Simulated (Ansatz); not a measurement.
Reaction (β-hydride elimination): `C[O][GaH][SH]` → `[SH][GaH2]` + `C=O`

Gas-phase electronic energies from Ansatz, PBE0-D4/def2-TZVP geometries. CBS: MP2 limit from def2 TZ/QZ plus the TZ coupled-cluster correction, frozen cores. This one scheme is used for every species. DFT in def2-TZVPP. For Ga outer-core shells are correlated without core-valence functions, which leaves a few kJ/mol of doubt a bond. Scalar relativity is left out up to krypton. One conformer a species, not always the lowest.

```csv
species,BLYP-D4 energy (Eh)
`C[O][GaH][SH]`,-2439.53828
`[SH][GaH2]`,-2324.95114
`C=O`,-114.53072
```

(1) Work out ΔE.

Largest T1 diagnostic among the species: 0.015.

## Answers

(1) ΔE = (-2324.95114) + (-114.53072) − (-2439.53828) = 0.05642 Eh = +148.1 kJ/mol. CCSD(T)/CBS gives +167.2 kJ/mol.

From r2SCAN to r2SCAN0 (25 % exact exchange), in def2-TZVPP and without D4, ΔE moves by +5.4 kJ/mol. In def2-TZVPP, CCSD(T) changes the Hartree–Fock value by +26.5 kJ/mol (the triples alone add +1.6 kJ/mol) and MP2 by +37.4 kJ/mol.
